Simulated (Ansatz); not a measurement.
Cost and result up the ladder for Ti₂Te₃ (5 atoms). Charge 0, multiplicity 1. Geometry: PBE-D4/def2-SVP.

Cartesian coordinates in Å:
```
Ti -0.6237 0.4050 0.7365
Ti 1.6971 0.7053 0.1382
Te -1.9939 -1.7316 0.3512
Te -0.0777 2.3260 -0.9645
Te 0.9982 -1.7046 -0.2615
```

Ansatz on 4 threads of Intel Xeon 6975P-C on a shared host. Times are rough, and most runs start from the orbitals of an earlier one. No level here is sound enough to serve as a yardstick. Binding counts from free atoms at the same level (Ti triplet, Te triplet; other spins of the atoms weren't run), without zero-point energy or a counterpoise term.

In the def2 sets Te takes a core potential; there is no spin–orbit coupling. HSE06 is defined as in plane-wave codes, on full-range PBE exchange. No other spin state of charge 0 was run. Another isomer (singlet) lies 2.30 eV lower at PBE0-D4/def2-TZVP; other spin states weren't run for this one.

Run but left out: HF/STO-3G (restricted singlet, unstable in another Hartree–Fock run and untested here); MP2/def2-TZVP, CCSD(T)/def2-SVP (restricted singlet, unstable towards broken spin symmetry).

```tsv
level	functions	wall time	binding energy per atom (eV)	remarks
PBE-D4/def2-SVP	140	1.4 s	3.17	restricted SCF unstable in HF
PBE0-D4/def2-SVP	140	3.2 s	2.55	restricted SCF unstable in HF
HSE06-D4/def2-TZVP	240	6 s	2.58	restricted SCF unstable in HF
PBE0-D4/def2-TZVP	240	9 s	2.57	restricted SCF unstable in HF
CAM-B3LYP-D4/def2-TZVP	240	18 s	2.21	restricted SCF unstable in HF
```
